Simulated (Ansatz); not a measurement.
Input file for C3H7FOSi (`FC1([SiH3])COC1`):

```yaml
crystal:
  periodic: [false, false, false]
  atoms:
    - {symbol: F, position_ang: [-1.864539, 0.001147, -0.261465]}
    - {symbol: C, position_ang: [-0.485759, 0.024252, -0.097661]}
    - {symbol: Si, position_ang: [-0.013358, -1.140618, 1.323077]}
    - {symbol: C, position_ang: [0.295233, -0.111581, -1.408291]}
    - {symbol: O, position_ang: [0.996597, 1.111373, -1.157423]}
    - {symbol: C, position_ang: [0.111446, 1.434630, -0.079249]}
    - {symbol: H, position_ang: [1.464141, -1.093669, 1.472590]}
    - {symbol: H, position_ang: [-0.445712, -2.522219, 0.994133]}
    - {symbol: H, position_ang: [-0.664267, -0.681404, 2.575832]}
    - {symbol: H, position_ang: [-0.367757, -0.045587, -2.279365]}
    - {symbol: H, position_ang: [0.975565, -0.960462, -1.523564]}
    - {symbol: H, position_ang: [-0.633449, 2.189668, -0.358050]}
    - {symbol: H, position_ang: [0.652258, 1.759572, 0.814437]}
basis:
  gaussian: {orbitals: def2-TZVPP}
correlation: {method: ccsd_t}
```

```sh
$ ansatz run in.yaml --threads 2 --pin off --events-out ev --progress --plain --max-ram 22528MiB --backend cuda --devices 0, --max-vram 18GiB
```

Log, shortened:

```
Functional definition: HF
  name "HF"
  cite "Fock, Z. Phys. 61, 126 (1930) doi:10.1007/BF01340294"
  parent pbe
  exchange = exact_x
  correlation = 0
1774 factors; integrals over basis functions are off by at most 9.4e-4 eV
mean field evaluation 1: about -15805.5164 eV, gradient 3.5e1 eV
mean field evaluation 2: about -15805.8786 eV, gradient 3.6e1 eV
mean field evaluation 4: about -15809.2555 eV, gradient 5.3e0 eV
mean field evaluation 8: about -15809.3327 eV, gradient 2.9e-1 eV
mean field -15809.33297431 eV, -580.9822708551 hartree, gradient 2.7e-6 eV, S^2 0.000000; 0 other end points of the search recorded, 0 dependent functions left out
10 core orbitals not correlated: weight in the atoms' cores, before any rotation towards them, 1.000 or more for the frozen orbitals, at most 0.000 for the correlated occupied ones
reference -15809.33297431 eV, -580.9822708551 hartree; 18, 18 occupied and 267, 267 virtual orbitals, 1774 factors
second order -30.03103495 eV of doubles, -0.00000000 eV of singles
cycle   1  -30.36935570 eV  change   -3.4e-1 eV  update   1.2e-1
cycle   2  -31.12177920 eV  change   -7.5e-1 eV  update   3.5e-2
cycle   3  -31.29092850 eV  change   -1.7e-1 eV  update   1.7e-2
cycle   4  -31.27561531 eV  change    1.5e-2 eV  update   3.8e-3
cycle   5  -31.27447179 eV  change    1.1e-3 eV  update   1.8e-3
cycle   6  -31.27577893 eV  change   -1.3e-3 eV  update   5.2e-4
cycle   7  -31.27545985 eV  change    3.2e-4 eV  update   2.3e-4
cycle   8  -31.27532914 eV  change    1.3e-4 eV  update   7.3e-5
cycle   9  -31.27536031 eV  change   -3.1e-5 eV  update   3.0e-5
perturbative correction -1.19910423 eV, -0.0440662676 hartree
Total energy: -15841.80743885 eV, -582.1756854149 hartree
```

Hardware: 2 threads of an AMD EPYC 7R13 on a shared host and a share of an NVIDIA H100 80 GB. Wall time 6.5 s, peak host memory 0.84 GiB.

The correlation energy is -32.474 eV, 3.7 % of it from (T); the T1 diagnostic reads 0.0118.
